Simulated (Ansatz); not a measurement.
A nudged elastic band was laid between two geometries of H3P + H6N2Si (13 atoms, charge 0, multiplicity 1).

Method: Ansatz 0.2.0, RKS r2SCAN-D4/6-31G*.

```
movable images  : 5
climbing image  : yes
spring          : 5.0 eV/Å²
optimiser       : quadratic models (default)
start path      : through a guess of the saddle point
force threshold : 0.03 eV/Å
iteration limit : 60
end points      : relaxed
```

First end point:

```xyz
13
Properties=species:S:1:pos:R:3
Si -0.363 0.278 -0.064
H -0.634 0.244 1.409
H 1.124 0.330 -0.238
N -0.903 1.642 -0.969
H -1.880 1.909 -0.961
H -0.300 2.448 -1.076
N -1.214 -1.104 -0.644
H -1.351 -1.897 -0.030
H -1.125 -1.393 -1.610
P 1.738 -3.085 1.415
H 0.599 -3.669 0.790
H 2.075 -2.330 0.257
H 0.977 -2.017 1.970
```

Last end point:

```xyz
13
Properties=species:S:1:pos:R:3
Si 0.202 -0.557 -0.790
H -0.134 0.531 2.684
H 1.249 0.007 -1.699
N -0.583 0.838 -0.147
H -1.351 0.729 0.505
H -0.047 1.676 0.048
N -1.061 -1.518 -1.473
H -0.911 -2.504 -1.649
H -1.658 -1.104 -2.181
P 1.365 -1.861 0.667
H 0.222 -2.556 1.163
H 1.670 -2.869 -0.299
H -0.221 0.542 3.422
```

(1) Which bonds break or form, and what moves?

(2) What energy profile does the band end with?

(3) What is the geometry of the highest image?

The band took 32 iterations and roughly 15 core-minutes.

## Answers

(1) Bonds broken: Si1–H2, P10–H13. Bonds formed: Si1–P10, H2–H13. H3P + H6N2Si becomes H2 + H7N2PSi.

(2) It converged. The highest image is number 3 of 0 to 6, 236.3 kJ/mol above the first end and 243.8 kJ/mol above the last; the last end lies 7.5 kJ/mol below the first. Neighbouring images differ by up to 2.1 eV, so the band resolves the path poorly. A vibrational analysis at the climbing image gives one clearly imaginary mode, 1001i cm⁻¹: a first-order saddle point. The orbitals stay closed-shell, which can raise the energy where a bond breaks towards radicals; this wasn't checked here.

```json
{"image": "0", "path coordinate (Å)": "0.00", "energy (kJ/mol)": "0.0", "Si1–H2 (Å)": "1.50", "P10–H13 (Å)": "1.42", "Si1–P10 (Å)": "4.23"}
{"image": "1", "path coordinate (Å)": "1.22", "energy (kJ/mol)": "0.3", "Si1–H2 (Å)": "1.50", "P10–H13 (Å)": "1.42", "Si1–P10 (Å)": "4.05"}
{"image": "2", "path coordinate (Å)": "2.45", "energy (kJ/mol)": "32.2", "Si1–H2 (Å)": "1.50", "P10–H13 (Å)": "1.44", "Si1–P10 (Å)": "3.45"}
{"image": "3", "path coordinate (Å)": "3.67", "energy (kJ/mol)": "236.3", "Si1–H2 (Å)": "1.75", "P10–H13 (Å)": "1.95", "Si1–P10 (Å)": "2.74"}
{"image": "4", "path coordinate (Å)": "5.05", "energy (kJ/mol)": "72.9", "Si1–H2 (Å)": "2.58", "P10–H13 (Å)": "2.36", "Si1–P10 (Å)": "2.36"}
{"image": "5", "path coordinate (Å)": "6.42", "energy (kJ/mol)": "0.1", "Si1–H2 (Å)": "3.09", "P10–H13 (Å)": "2.98", "Si1–P10 (Å)": "2.29"}
{"image": "6", "path coordinate (Å)": "7.79", "energy (kJ/mol)": "-7.5", "Si1–H2 (Å)": "3.66", "P10–H13 (Å)": "3.99", "Si1–P10 (Å)": "2.28"}
```

(3) 
```xyz
13
Properties=species:S:1:pos:R:3
Si 0.067 -0.193 -0.113
H -0.230 0.157 1.574
H 1.476 0.241 -0.238
N -0.771 1.230 -0.637
H -1.782 1.307 -0.615
H -0.337 2.132 -0.485
N -0.909 -1.387 -0.838
H -0.746 -2.379 -0.750
H -1.546 -1.131 -1.584
P 1.332 -2.221 1.228
H 0.249 -3.154 1.260
H 1.721 -2.591 -0.094
H 0.217 -0.655 1.543
```

Run time: 7.7 min on 2 threads of Arm Neoverse V2, on a shared host, peak memory 0.16 GiB.
